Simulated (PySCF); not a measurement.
C3H7ClOSi, SMILES C=C(Cl)[Si@@H](C)O.

Coordinates come from a TPSSh-D3(BJ)/def2-SVP optimisation. The structure was generated by enumeration; whether it is a known compound was not checked. The values are those of a single conformer.

All values below come from SMD-M06-2X/6-31G* (PySCF).

Solvation free energies are E(SMD) − E(gas) at the gas-phase geometry, for 1 M in both phases. In vacuum the dipole moment is 1.61 D.

```
solvent    ΔG(solv) (kcal/mol)  its non-electrostatic (CDS) part  dipole (D)
---------  -------------------  --------------------------------  ----------
water                      [?]                               [?]         [?]
methanol                  -6.9                               1.0        2.11
1-octanol                 -5.7                               1.0        2.06
```

Question: Fill in the missing entries. (The exact figures need the calculation; the answer reports its results.)

Answer: 
- water, ΔG(solv) (kcal/mol): -3.3
- water, its non-electrostatic (CDS) part: 4.8
- water, dipole (D): 2.12
